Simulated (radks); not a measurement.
Spin polarisation of the 5d3 shell in the tungsten ion W3+. Start: [Xe] 4f14 5d(up 1.5, down 1.5); electrons of 5d are moved from spin down to spin up, other shells keep equal spins. Method: scalar-relativistic Kohn-Sham, SCAN, spin-polarised, spherical densities, finite nucleus; meta-GGA in the generalised Kohn-Sham scheme; Fermi nuclear charge, rms radius of each element as measured or else 0.836 A^(1/3) + 0.57 fm; computed with a radial shooting solver on a logarithmic mesh with Libxc functionals.

[
 {"moment (Bohr magnetons)": "0", "E - E(0) (eV)": "0.000", "e(5d up) (eV)": "-31.009", "e(5d down) (eV)": "-31.009", "4f down minus up (eV)": "0.000", "5p down minus up (eV)": "0.000"},
 {"moment (Bohr magnetons)": "0.75", "E - E(0) (eV)": "-0.132", "e(5d up) (eV)": "-31.343", "e(5d down) (eV)": "-30.638", "4f down minus up (eV)": "0.108", "5p down minus up (eV)": "0.570"},
 {"moment (Bohr magnetons)": "1.5", "E - E(0) (eV)": "-0.531", "e(5d up) (eV)": "-31.649", "e(5d down) (eV)": "-30.217", "4f down minus up (eV)": "0.218", "5p down minus up (eV)": "1.133"},
 {"moment (Bohr magnetons)": "2.25", "E - E(0) (eV)": "-1.213", "e(5d up) (eV)": "-31.930", "e(5d down) (eV)": "-29.711", "4f down minus up (eV)": "0.332", "5p down minus up (eV)": "1.684"}
]

At moment 2.25 the spin-polarisation energy is -1.213 eV and the 5d exchange splitting 2.219 eV, that is 0.986 eV per Bohr magneton; E = -I m^2/4 would give I = 0.958 eV.
